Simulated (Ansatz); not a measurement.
Frontier orbitals of C₂H₆AlFN₂ (`[CH3][Al]([NH2])[C](=N)F`).

```xyz
12

C    -0.290    1.448   -1.453
Al    0.034    0.314    0.086
N     0.445    0.875    1.701
C    -0.068   -1.673   -0.005
N     0.127   -2.405    0.990
F    -0.367   -2.232   -1.224
H    -0.218    2.512   -1.213
H    -1.285    1.266   -1.871
H     0.427    1.236   -2.253
H     0.602    0.233    2.463
H     0.557    1.828    2.006
H     0.037   -3.401    0.772
```

Charge 0, multiplicity 1. Geometry: relaxed with PBE0-D4/def2-TZVP. It is one conformer, not always the lowest. Basis def2-TZVPP, Ansatz 0.2.0.

Orbital energies of one run (eV). Highest occupied ones, from the top: -6.36, -6.64, -7.45, -7.84, -8.10, -9.68, -9.70, -10.38, -11.21, -11.41, -11.82, -13.26, -14.84, -16.75. Empty: -2.17, -0.69, 0.04, 0.30, 1.13, 1.26.

Question: Which functional gave them?
A. r2SCANh
B. BHLYP
C. LDA (SPW92)
D. PBE0

Answer: C. HOMO energies: LDA (SPW92) -6.36, r2SCANh -6.96, PBE0 -7.54, BHLYP -8.84 eV.
